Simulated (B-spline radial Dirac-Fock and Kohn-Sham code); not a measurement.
**Atomic SCF run for Rb**

ΔSCF core binding energies without Breit or QED terms, calculated with a radial finite-basis atomic code. Keys: rel is the Hamiltonian (dirac, or spin-free x2c and nr, where L3 and M5 stand for the whole 2p and 3d shells), method is hf or an exchange,correlation pair (spin-unpolarised, also for the hole states), nuc the nuclear model, radius_factor scales its radius, rmax is the box in bohr, h the logarithmic mesh step, order the B-spline order, points the quadrature points per cell, c_factor scales the speed of light, and damp, ndamp, maxit and tol steer the iteration. The run stops when the commutator error falls below 10·tol·max(1, Z/10), or the numerical noise floor, and the energy has settled to about 1e-8 Ha; the virial ratio is −V/T.

Input (task.json):

```json
{"items": [{"Z": 37, "q": 0, "cfg": [[1, 0, 2], [2, 0, 2], [2, 1, 6], [3, 0, 2], [3, 1, 6], [3, 2, 10], [4, 0, 2], [4, 1, 6], [5, 0, 1]], "A": 85, "rrms": 4.2036, "do": "settings", "holes": ["K", "L3", "M5"],
  "settings": [{"rel": "dirac", "method": "hf", "nuc": "fermi", "radius_factor": 1.0, "rmax": 45.0, "h": 0.3, "order": 8, "points": 10, "c_factor": 1.0, "maxit": 60, "damp": 0.5, "ndamp": 3, "tol": 1e-08, "cfg": "1s2 2s2 2p6 3s2 3p6 3d10 4s2 4p6 5s3"}]}]}
```

Command: `python xray2_run.py task.json out`

The program stops without a result: overfilled shell.

Task: One setting is unsound. Which, and why?

Result: cfg puts more electrons in a shell than it can hold. With the default settings (Dirac Hartree-Fock): The ground state converged in 10 iterations, with total energy -2979.80549 Ha, virial ratio 1.97197 and highest orbital energy -3.81 eV. ΔSCF binding energies: K (1s) 15241.3 eV, L3 (2p3/2) 1813.9 eV, M5 (3d5/2) 115.9 eV.
